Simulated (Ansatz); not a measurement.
```xyz
18

C    -0.403    2.058   -1.657
C     0.059    0.820   -0.951
C     1.038    0.002   -1.507
C     1.450   -1.161   -0.871
C     0.888   -1.526    0.338
C    -0.088   -0.717    0.909
C    -0.662   -1.136    2.207
O    -0.347   -2.130    2.809
O    -1.595   -0.287    2.674
C    -0.496    0.447    0.267
H     0.395    2.492   -2.262
H    -0.746    2.815   -0.949
H    -1.238    1.835   -2.328
H     1.488    0.282   -2.454
H     2.216   -1.781   -1.323
H     1.192   -2.426    0.858
H    -1.896   -0.656    3.515
H    -1.255    1.068    0.727
```

The species carries charge 0 and has multiplicity 1.

Q: List the PBE0/def2-TZVPP orbital energies in eV (the Gaussian-basis code of Ansatz). (An estimate is asked.)

A: Computed: Occupied: -523.97, -522.26, -281.77, -278.83, -278.80, -278.58, -278.56, -278.53, -278.51, -278.27, -31.14, -28.54, -24.56, -22.19, -21.60, -19.56, -18.73, -17.28, -16.20, -14.92, -14.08, -13.53, -13.18, -12.94, -12.45, -12.08, -11.79, -11.44, -11.06, -10.42, -10.17, -9.85, -9.32, -8.11, -7.63, -7.30. Lowest empty: -1.41, -0.39, 1.23, 1.46, 1.50, 1.98, 2.65, 2.88.
